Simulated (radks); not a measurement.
Valence configurations of In II (all share [Kr]). All-electron calculation, scalar-relativistic Kohn-Sham, BLYP, spin-polarised, spherical densities, finite nucleus; open shells are filled with parallel spins first (spin-orbit coupling, left out, can overturn this in heavy ions); Fermi nuclear charge, rms radius 4.6156 fm. Program: a radial shooting solver on a logarithmic mesh with Libxc functionals. Energies are relative to 4d10 5s2; eigenvalues in eV for spin up.

valence          E (eV)  moment (Bohr magnetons)    e(4d)    e(5p)    e(5s)
4d10 5s2          0.000                        0  -25.889        -  -14.954
4d10 5s1 5p1      5.992                        2  -27.455   -9.670  -16.420
4d9.5 5s2 5p0.5   9.136                        1  -29.050   -9.468  -16.358
4d10 5p2         12.814                        2  -28.863  -10.364        -
4d9.5 5s0.5 5p2  18.755                        3  -31.158  -10.861  -18.079
4d9 5s2 5p1      19.144                        2  -32.176  -10.383  -17.681
4d9 5s1 5p2      25.197                        4  -33.488  -11.349  -18.883
4d9 5p3          32.797                        4  -34.782  -11.966        -
4d8 5s2 5p2      41.782                        4  -38.365  -12.073  -20.143

NIST lists [Kr] 4d10 5s2 as the ground configuration; this level of theory agrees among the configurations tried. The energies are those of spherical high-spin densities, not of single terms.
